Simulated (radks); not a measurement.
The numbers below are computed, except where a source is named.
Task: These are the eigenvalues of the occupied orbitals of an atom or ion with whole-number occupations (eV). Code: a radial shooting solver on a logarithmic mesh with Libxc functionals. Model: scalar-relativistic Kohn-Sham, BLYP, spin-polarised, spherical densities, finite nucleus; Fermi nuclear charge, rms radius of each element as measured or else 0.836 A^(1/3) + 0.57 fm.

1s up: -26604.72
1s down: -26604.72
2s up: -4015.282
2s down: -4014.529
2p up: -3611.132
2p down: -3610.555
3s up: -809.4870
3s down: -809.1090
3p up: -676.9816
3p down: -676.5506
3d up: -469.6606
3d down: -468.9918
4s up: -179.7658
4s down: -176.9531
4p up: -139.9552
4p down: -137.0990
4d up: -81.3937
4d down: -78.6566

Which element is it, and in what charge state? The configuration may be excited. Open shells, if any, are filled with parallel spins first.

Result: Z = 48, cadmium, charge +5: Cd5+ in [Kr] 4d7. The list shows which subshells hold electrons but not how many an open one holds; the 1s level, -977.71 hartree, gives Z - s = 44.2 by -(Z - s)^2/2, which with screening and relativity narrows Z to a few neighbours, and the depths of the outer levels then fix element, charge and occupations together.
